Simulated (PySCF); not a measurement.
# Sr2: frontier orbitals

PBE0 at R = 4.670 Å; Sr x2c-TZVPall; spin-free X2C with a Gaussian nucleus (PySCF 2.14). State: ¹Σg⁺ (singlet), closed shell. Only the outer orbitals are listed.

```json
{"orbital": "πu", "occ.": "2", "ε (eV)": "-24.79", "main shells (%)": "100 p"}
{"orbital": "πu", "occ.": "2", "ε (eV)": "-24.79", "main shells (%)": "100 p"}
{"orbital": "πg", "occ.": "2", "ε (eV)": "-24.79", "main shells (%)": "100 p"}
{"orbital": "πg", "occ.": "2", "ε (eV)": "-24.79", "main shells (%)": "100 p"}
{"orbital": "σg", "occ.": "2", "ε (eV)": "-24.76", "main shells (%)": "100 p"}
{"orbital": "σu", "occ.": "2", "ε (eV)": "-24.74", "main shells (%)": "100 p"}
{"orbital": "σg", "occ.": "2", "ε (eV)": "-4.64", "main shells (%)": "93 s"}
{"orbital": "σu", "occ.": "2", "ε (eV)": "-3.58", "main shells (%)": "94 s"}
{"orbital": "σg", "occ.": "0", "ε (eV)": "-1.34", "main shells (%)": "78 p, 13 d, 9 s"}
{"orbital": "πu", "occ.": "0", "ε (eV)": "-1.30", "main shells (%)": "79 p, 21 d"}
{"orbital": "πu", "occ.": "0", "ε (eV)": "-1.30", "main shells (%)": "79 p, 21 d"}
```

Question: Which are the highest filled and the lowest empty level, where do they sit, and how wide is the gap?

Answer: Highest filled σu at -3.58 eV (in %: 94 s); lowest empty σg at -1.34 eV (in %: 78 p, 13 d, 9 s); the gap at PBE0 is 2.24 eV.

```
bond order (Mayer)             : 0.45
⟨S²⟩                           : 0.000
polarisability along the bond  : 696.1 bohr³
polarisability across the bond : 335.9 bohr³
```

Closed-shell solutions of metal pairs were not tested for spin polarisation, which can lower them a little.
